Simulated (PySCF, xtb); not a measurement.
1,3-disilylpropan-2-ylsilane (C3H14Si3), SMILES [SiH3]CC([SiH3])C[SiH3]. The values are those of a single conformer.

Harmonic wavenumbers (cm⁻¹) from GFN2-xTB run with xtb at its own minimum, in rising order: 47, 71, 91, 113, 137, 165, 185, 249, 304, 348, 499, 512, 512, 536, 560, 566, 684, 736, 754, 770, 779, 783, 785, 788, 790, 798, 812, 823, 827, 840, 1025, 1088, 1098, 1149, 1235, 1268, 1302, 1328, 1482, 1486, 2238, 2243, 2244, 2247, 2249, 2253, 2256, 2258, 2273, 2896, 2922, 2940, 2954, 2959.

### Question
What does PBE-D3(BJ)/def2-SVP in PySCF give at its own minimum? (The exact figures need the calculation; the answer reports its results.)

### Answer
51, 59, 111, 115, 141, 146, 208, 224, 271, 324, 480, 492, 508, 575, 611, 623, 665, 710, 745, 804, 837, 873, 882, 898, 904, 910, 911, 914, 921, 922, 969, 1043, 1060, 1097, 1169, 1197, 1228, 1282, 1371, 1378, 2150, 2152, 2156, 2161, 2163, 2163, 2165, 2166, 2172, 2945, 2948, 2959, 2999, 3013. Paired by order, the mean absolute difference is 57 cm⁻¹ and the zero-point energies are 90.4 and 90.0 kcal/mol.
